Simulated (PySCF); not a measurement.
# Te: excitation energy

Te [Kr] 4d10 5s2 5p4 (3P) → Te [Kr] 4d10 5s1 5p5 (3P), as a difference of total energies. Computed with PySCF 2.14 in aug-cc-pwCVTZ-DK3 with one added diffuse shell each of s, p, d, f type (11s10p8d5f1g, 125 functions), with scalar relativity by spin-free X2C-1e. Correlated levels: valence: [Kr] 4d10 frozen; valence and next inner shell: [Ar] 3d10 frozen. The calculations carry no spin-orbit coupling.

```
                                method  excitation energy (cm⁻¹)
                                   UHF                     80484
                                   LDA                     74662
                                   PBE                     73911
                                  PBE0                     75818
                                r2SCAN                     74520
                                PBEsol                     74090
                             CAM-B3LYP                     77545
                               wB97M-V                     76995
                         MP2 (valence)                     74393
                     SCS-MP2 (valence)                     73616
    MP2 (valence and next inner shell)                     75015
SCS-MP2 (valence and next inner shell)                     74041
```

A first-order spin-orbit estimate (lowest level to lowest level, LS coupling) adds -0.026 eV.

The upper state lies above the first ionisation limit, where it may autoionise and the basis confines it.
